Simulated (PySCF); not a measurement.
## Static response to an electric field

Compound: SeH2.
Structure used (PBE0-D3(BJ)/def2-SVP), in Å, numbered top down from 1:
```
atom  x, y, z in Å
Se1    0.0048   -0.0078   -0.6850
H2     1.0478   -0.0166    0.3500
H3    -1.0526    0.0243    0.3350
```

Level: B3LYP/def2-SVPD (PySCF), static field, nuclei fixed, core orbitals frozen in the response. The polarisability tensor in these axes (au):

```
x   31.21  0.03  0.00
y    0.03 32.66 -0.02
z    0.00 -0.02 31.20
```

Diagonalise the tensor; give its mean and Δα, where Δα² is half the sum of the squared differences of the eigenvalues.

Principal values 31.20, 31.21 and 32.66 au; mean 31.69 au = 4.70 Å³ = 5.22 × 10⁻⁴⁰ C²·m²/J; Δα = 1.45 au (5 % of the mean).

What is the dipole moment, and where does it point?

(0.00, 0.01, 0.67) D, 0.67 D in size, pointing from the negative to the positive side. Measured along this direction, the outermost atoms are Se1 at the negative end and H2 and H3 at the positive end.

What molar refraction does this α imply?

Lorentz–Lorenz: R = (4π/3)N_A α = 2.5225 cm³/(mol·Å³) × 4.70 Å³ = 11.8 cm³/mol, in the limit of long wavelengths.

Sum over states: ᾱ = Σ f/ω², ω in Eh. What share falls to these 10 lowest TDDFT singlets (eV, f)? 5.23, 0.0000; 5.39, 0.0578; 6.99, 0.0000; 7.15, 0.0010; 7.64, 0.0028; 8.07, 0.1916; 8.45, 0.1037; 8.52, 0.1608; 8.56, 0.0004; 9.17, 0.1749.

They add up to 7.96 au, 25.1 % of the 31.69 au; the largest single term is 2.18 au, from the state at 8.07 eV. Terms in order: 0.00, 1.47, 0.00, 0.01, 0.04, 2.18, 1.07, 1.64, 0.00, 1.54 au. Higher excitations give the rest. The strengths listed sum to 0.693.

In a dilute gas of rigid molecules at 500 K, how does the orientational term μ²/3kT compare with the electronic polarisability?

In Gaussian units μ²/3kT = 2.16 Å³ against 4.70 Å³, a ratio of 0.46; the Debye molar polarisation (4π/3)N_A(α + μ²/3kT) is 17.3 cm³/mol, leaving out the vibrational part.

Give the eigenvalues of the traceless quadrupole moment Θ = ½Σq(3rr − r²1), origin at the centre of nuclear charge.

-4.32, 1.30, 3.02 D·Å. The values depend on the origin, since the dipole doesn't vanish. The electronic extent ⟨r²⟩ about the same centre is 59 bohr², a root-mean-square distance of 0.68 Å for the 36 electrons.

Refractivity n − 1 of an ideal gas of it at 298.15 K and 1 atm, from the electronic α?

N = p/kT = 2.4615 × 10¹⁹ cm⁻³, so n − 1 = 2π × N × 4.70 × 10⁻²⁴ cm³ = 726 × 10⁻⁶ at long wavelengths.

Isolated species at its PBE0-D3(BJ)/def2-SVP geometry, gas phase. The calculation is non-relativistic, for selenium too.
